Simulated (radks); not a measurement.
The terbium ion Tb20+, 45 electrons, occupied as [Kr] 4d9 (the NIST ground configuration).

Calculated with a radial shooting solver on a logarithmic mesh with Libxc functionals: scalar-relativistic Kohn-Sham, PBE, spin-unpolarised, spherical densities, point nucleus.

Energy parts (eV):
part                      energy
total                 -314555.45
kinetic                338920.52
electron-nucleus      -743813.85
Hartree                 96751.36
exchange-correlation    -6413.48

Orbitals (lengths in bohr, moments of r in powers of bohr; <r^-3> diverges for s and p1/2; r(90%) holds 90 % of the orbital's charge):
| orbital | occ. | eigenvalue (eV) | <1/r> | <r> | <r^-3> | r(90%) |
|---|---|---|---|---|---|---|
| 1s | 2 | -52398.47 | 73.12 | 0.02150 | - | 0.0389 |
| 2s | 2 | -9135.765 | 16.97 | 0.09151 | - | 0.142 |
| 2p | 6 | -8176.795 | 15.80 | 0.08091 | 12100 | 0.132 |
| 3s | 2 | -2447.303 | 6.250 | 0.2389 | - | 0.350 |
| 3p | 6 | -2151.553 | 5.868 | 0.2375 | 2568 | 0.355 |
| 3d | 10 | -1767.234 | 5.564 | 0.2159 | 344.6 | 0.336 |
| 4s | 2 | -880.0902 | 2.761 | 0.5186 | - | 0.738 |
| 4p | 6 | -777.5343 | 2.575 | 0.5402 | 656.3 | 0.776 |
| 4d | 9 | -637.3822 | 2.358 | 0.5599 | 80.41 | 0.822 |

The highest occupied level is 4d at -637.38 eV. Summed over all electrons, <r^2> = 6.952 bohr^2, which gives a Langevin (diamagnetic) susceptibility term of -5.51 x 10^-6 cm^3/mol.
